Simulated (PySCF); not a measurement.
A calculated (PBE, PySCF 2.14, def2-QZVPPD, no relativity, point nucleus) atom or ion has these occupied shells.

```
shell  electrons  orbital energy (eV)  rms radius, mean of both spins (bohr)
 1s α          1              -880.76                                  0.184
 1s β          1              -878.57                                  0.184
 2s α          1              -79.874                                  0.912
 2s β          1              -74.687                                  0.912
 2p α          3              -56.805                                  0.908
 2p β          1              -52.562                                  0.908
```

(1) Name the element and its charge.

## Answers

(1) Ne²⁺ (neon, charge +2), in [He] 2s2 2p4, high-spin 3P determinant.
